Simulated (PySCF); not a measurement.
Cartesian coordinates (Å):
```xyz
6

C      1.7105    -0.2487     0.0336
C      0.5167    -0.0788    -0.0678
Si    -1.2422     0.1665    -0.3808
H      2.7610    -0.3978     0.1362
H     -1.6962     1.4966     0.0946
H     -2.0521    -0.9419     0.1820
```
Charge 0, spin multiplicity 2.

Question: What total energy, dipole moment and highest occupied spin orbital does PySCF 2.14.0 with PBE0-D4/def2-TZVP give?

Answer: 
* **total energy**: -367.2071 Ha
* **dipole moment**: 0.47 D
* **highest occupied spin orbital**: -6.20 eV
